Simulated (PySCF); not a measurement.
## How methods differ on the electron affinity of Os

Os⁻ [Xe] 4f14 5d7 6s2 (4F) → Os [Xe] 4f14 5d6 6s2 (5D), as a difference of total energies. Computed with PySCF 2.14 in def2-QZVPPD with the def2 core potential (60 electrons), with scalar relativity through the core potential. Correlated levels: valence: 5s2 5p6 frozen; valence and next inner shell: nothing frozen outside the core potential. The calculations carry no spin-orbit coupling.

```json
{"method": "UHF", "electron affinity (eV)": "-0.743"}
{"method": "LDA", "electron affinity (eV)": "1.224"}
{"method": "PBE0", "electron affinity (eV)": "0.870"}
{"method": "B97-3", "electron affinity (eV)": "0.839"}
{"method": "BP86", "electron affinity (eV)": "1.275"}
{"method": "HSE06", "electron affinity (eV)": "0.905"}
{"method": "CAM-B3LYP", "electron affinity (eV)": "0.792"}
{"method": "MP2 (valence)", "electron affinity (eV)": "0.740"}
{"method": "SCS-MP2 (valence)", "electron affinity (eV)": "0.876"}
{"method": "MP2 (valence and next inner shell)", "electron affinity (eV)": "0.634"}
{"method": "SCS-MP2 (valence and next inner shell)", "electron affinity (eV)": "0.647"}
```

**Question.** Estimate what r2SCAN gives.

**Answer.** 0.858 eV, closest to PBE0 among the rows shown.

**Question.** Estimate what PBE gives.

**Answer.** 1.099 eV, closest to LDA among the rows shown.

The reference lies between the lowest fine-structure levels, while these numbers refer to the centres of the terms.

Errors of the correlated levels include the incompleteness of this basis and the frozen core.

A negative affinity means that the anion lies above the atom at that level of theory.

In the anion the highest occupied orbital energy is positive at LDA, PBE, PBE0, r2SCAN, B97-3, BP86, HSE06, CAM-B3LYP; the basis confines that electron, and the energy difference can still be sensible.

For comparison: 1.078 eV (measured; photodetachment measurements, as compiled on the Wikipedia data page of electron affinities).
